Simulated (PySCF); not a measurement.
A structure optimised at r2SCAN-D4/def2-TZVPD, used in a PySCF frequency run:

```xyz
3

B      0.0000     0.0000     0.0000
H      0.0000     0.0000    -1.1774
H      0.0000     0.0000     1.1774
```
Charge +1, spin multiplicity 1.

**Question.** Write its SMILES, formula and point group.

**Answer.** [BH2+], BH₂, D∞h

**Question.** What are its rotational constants (standard atomic weights)?

**Answer.** 180.82 GHz (linear rotor, B only)
